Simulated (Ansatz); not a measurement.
Geometry optimisation, RKS PBE0-D4/def2-SVP (Ansatz).

Input:

```yaml
crystal:
  periodic: [false, false, false]
  atoms:
    - { symbol: C, position_ang: [-1.2493, -0.882, -1.0577] }
    - { symbol: Al, position_ang: [0.1151, -0.0016, 0.0496] }
    - { symbol: C, position_ang: [1.29162, 1.27822, 0.4672] }
    - { symbol: C, position_ang: [1.33374, 0.22663, 1.45648] }
    - { symbol: F, position_ang: [1.86972, -0.38538, 2.49532] }
    - { symbol: H, position_ang: [-1.1997, -1.9253, -1.025] }
    - { symbol: H, position_ang: [-2.2686, -0.5357, -0.6839] }
    - { symbol: H, position_ang: [-1.1478, -0.4815, -2.1267] }
    - { symbol: H, position_ang: [1.74609, 2.28856, 0.2075] }
basis:
  gaussian: { orbitals: def2-SVP }
hamiltonian:
  xc: pbe0
  dispersion: d4
relax:
  f_tol: 0.015
  max_steps: 40
```

Run as:

```bash
$ ansatz run input.yaml --threads 2 --pin off --max-ram 3072MiB --backend cpu --events-out ev --progress --plain --runs-dir out
```

Task: Where does it end, and by what steps?

Result: The forces met the threshold. After 6 steps the energy has fallen by 1.132 eV; H9 moved furthest, 0.42 Å.

| step | energy less start (eV) | largest force component (eV/Å) | accepted |
| --- | --- | --- | --- |
| 0 | 0.0000 | 3.485 | yes |
| 1 | -0.8373 | 1.253 | yes |
| 2 | -1.1078 | 0.934 | yes |
| 3 | -1.1276 | 0.306 | yes |
| 4 | -1.1316 | 0.042 | yes |
| 5 | -1.1317 | 0.021 | yes |
| 6 | -1.1318 | 0.007 | yes |

```xyz
9
Properties=species:S:1:pos:R:3
C -1.318 -0.868 -1.109
Al 0.068 -0.044 -0.029
C 1.316 1.250 0.512
C 1.289 0.184 1.364
F 2.018 0.002 2.457
H -1.246 -1.967 -1.085
H -2.314 -0.591 -0.729
H -1.256 -0.539 -2.158
H 1.935 2.155 0.560
```

Run time: 18 s on 2 threads of Intel(R) Xeon(R) Platinum 8375C CPU @ 2.90GHz (Ice Lake), with other jobs on the host, peak memory 0.2 GiB.
